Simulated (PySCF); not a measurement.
Si(H)(Cl)3, SMILES Cl[SiH](Cl)Cl (HCl3Si), PBE0/def2-SVP optimised geometry.

```
5

Si    -0.68    -0.62     0.00
Cl    -1.36     1.32     0.00
Cl     1.36    -0.62     0.00
Cl    -1.36    -1.57    -1.68
H     -1.18    -1.32     1.20
```

Density from PBE0/def2-TZVP run with PySCF at that geometry.

Minimum of the electron density along straight lines between bonded atoms, close to the bond critical point (lines longer than 1.1 times the sum of covalent radii, or with two minima, are not listed):

```json
[
 {"bond": "Si1–Cl2", "length / Å": "2.045", "ρ at the minimum / e bohr⁻³": "0.103", "∇²ρ there / e bohr⁻⁵": "0.22", "position (fraction from the first atom)": "0.36"},
 {"bond": "Si1–Cl3", "length / Å": "2.045", "ρ at the minimum / e bohr⁻³": "0.103", "∇²ρ there / e bohr⁻⁵": "0.22", "position (fraction from the first atom)": "0.36"},
 {"bond": "Si1–Cl4", "length / Å": "2.045", "ρ at the minimum / e bohr⁻³": "0.103", "∇²ρ there / e bohr⁻⁵": "0.22", "position (fraction from the first atom)": "0.36"},
 {"bond": "Si1–H5", "length / Å": "1.476", "ρ at the minimum / e bohr⁻³": "0.130", "∇²ρ there / e bohr⁻⁵": "0.13", "position (fraction from the first atom)": "0.49"}
]
```
